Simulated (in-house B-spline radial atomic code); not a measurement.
**Response and correlation of neutral argon**

Closed shell [Ne] 3s2 3p6. Computed with a B-spline radial code for spherical atoms: Dirac-Hartree-Fock, relativistic RPA (time-dependent Dirac-Hartree-Fock) for the response and second-order many-body perturbation theory for correlation, no-pair Dirac-Coulomb Hamiltonian, finite nucleus.

Command:
```bash
python run_mb.py task.json out
```
Settings (nuclear radius in fm, box in bohr, cutoff in hartree):
```
basis_form          2
Z                   18
core_configuration  [Ne] 3s2 3p6
rms_radius          3.4274
mass_number         40
speed_of_light      137.036
box_radius          45.0
lmax                7
intervals           68
virtual_cutoff      8100.0
```

Time taken, with all properties: 3.2 s on 1 thread of AMD EPYC 7R43 64-Core Processor (shared host).

```tsv
multipole (bohr³, bohr⁵, bohr⁷)	uncoupled	coupled RPA
dipole	10.152	10.773
quadrupole	37.192	50.122
octupole	382.04	?
```

Task: What is the coupled octupole polarisability?

Result: 531.11 atomic units, +39 % against the uncoupled value.

Task: Which subshells carry the dipole polarisability?

Result: 3p3/2 66.7 %, 3p1/2 32.2 %, 3s1/2 1.0 %.

Task: What does the dipole shielding factor come to?

Result: The dipole shielding factor is 1.000, against the exact N/Z = 18/18 = 1.000 of the non-relativistic theorem.

Dipole polarisability at imaginary frequency:

```csv
u (Eh),α(iu) (bohr³)
0,10.77
0.02,10.76
0.05,10.71
0.1,10.52
0.15,10.23
0.2,9.861
0.3,8.961
0.4,7.988
0.5,7.047
0.7,5.436
1,3.738
1.5,2.179
2,1.406
3,0.7239
5,0.3066
10,0.09774
```

Task: What dispersion coefficients follow for two such atoms?

Result: C6 = (3/π)∫α(iu)²du = 62.11 hartree·bohr⁶ and C8 = 1549 hartree·bohr⁸. The literature value of C6 is 64.2 (Chu and Dalgarno (2004); Tang, Norbeck and Certain (1976)).

Task: How good is RPA here?

Result: The recommended dipole polarisability is 11.083 bohr³ (Schwerdtfeger and Nagle, table of static dipole polarizabilities (2023 update)); RPA is off by -3 %, the part due to correlation beyond RPA.

Lowest J = 1 odd-parity excitations:

```csv
energy (eV),oscillator strength,leading channel,weight
11.858,0.0268,3p3/2 → s1/2,0.617
12.197,0.293,3p1/2 → s1/2,0.615
13.949,0.00057,3p3/2 → d3/2,0.57
14.342,0.0252,3p3/2 → s1/2,0.951
14.422,0.083,3p3/2 → d5/2,0.602
14.529,0.0145,3p1/2 → s1/2,0.907
14.59,0.0899,3p1/2 → d3/2,0.79
```

Second-order correlation energy by the highest angular momentum of the excited pair (hartree): s -0.02097, p -0.1854, d -0.3386, f -0.09511, g -0.03806, h -0.01461, i -0.006792, k -0.003561.

Task: What is the second-order correlation energy at the partial-wave limit?

Result: The listed waves sum to -0.70301 hartree; extrapolating the increments as (l + 1/2)⁻⁴ gives -0.71028 hartree, -1.07 eV per electron.
